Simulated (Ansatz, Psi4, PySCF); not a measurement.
Approach curve of the dimer H4O4Si ··· H3N (SMILES O[Si](O)(O)O and N), singlet. Monomers: optimised at B3LYP-D3(BJ) (def2-TZVP), held rigid. Orientation: a higher rigid-body minimum at GFN2-xTB. Only R, the distance of the centres of mass, is varied, so the lowest point isn't the relaxed dimer.

Geometry at R = 3.83 Å (first 9 atoms: monomer A):
```
13

O      0.7240     1.2020    -0.8400
Si     0.0002     0.0000     0.0001
O     -1.0581     0.7191     1.0186
O     -0.6546    -1.0097    -1.1072
O      0.9894    -0.9122     0.9295
H      0.9093     2.0181    -0.3689
H     -1.3610     0.2062     1.7720
H     -1.0312    -0.6123    -1.8963
H      1.4820    -1.6112     0.4922
N      1.1785     3.5456     0.5634
H      2.0838     3.6579     1.0051
H      0.9568     4.4207     0.1025
H      0.4969     3.4121     1.3016
```

RHF/LANL2DZ = PySCF 2.14.0 with restricted Hartree-Fock/LANL2DZ, with its core potentials past Ne, no counterpoise correction; RHF/6-31G* = restricted Hartree-Fock/6-31G*, spherical d, no counterpoise correction (PySCF); SCS-MP2/aug-cc-pVTZ = DF-SCS-MP2/aug-cc-pVTZ, frozen core, counterpoise-corrected (Psi4); CCSD(T)/aug-cc-pVDZ = CCSD(T) on RHF/aug-cc-pVDZ, frozen core, counterpoise-corrected (Ansatz, a first-principles code).

Interaction energies in kJ/mol:

| R / Å | RHF/LANL2DZ | RHF/6-31G* | SCS-MP2/aug-cc-pVTZ |
|---|---|---|---|
| 3.47 | -27.49 | -2.90 | -3.66 |
| 3.59 | -40.59 | -20.48 | -18.67 |
| 3.83 | -48.26 | -35.58 | -30.37 |
| 3.99 | -46.35 | -36.95 | -30.93 |
| 4.22 | -39.91 | -33.49 | -27.62 |
| 4.55 | -29.43 | -25.53 | -20.70 |
| 4.79 | -22.96 | -20.25 | -16.11 |
| 5.29 | -13.58 | -11.97 | -9.30 |
| 6.04 | -6.26 | -4.98 | -4.23 |
| 7.07 | -2.44 | -1.85 | -1.66 |
| 8.35 | -0.97 | -0.73 | -0.64 |

**Question.** What does CCSD(T)/aug-cc-pVDZ give at the same points?

**Answer.** 3.47: -2.40; 3.59: -18.14; 3.83: -30.71; 3.99: -31.57; 4.22: -28.48; 4.55: -21.56; 4.79: -16.82; 5.29: -9.66; 6.04: -4.33; 7.07: -1.68; 8.35: -0.65 (kJ/mol).
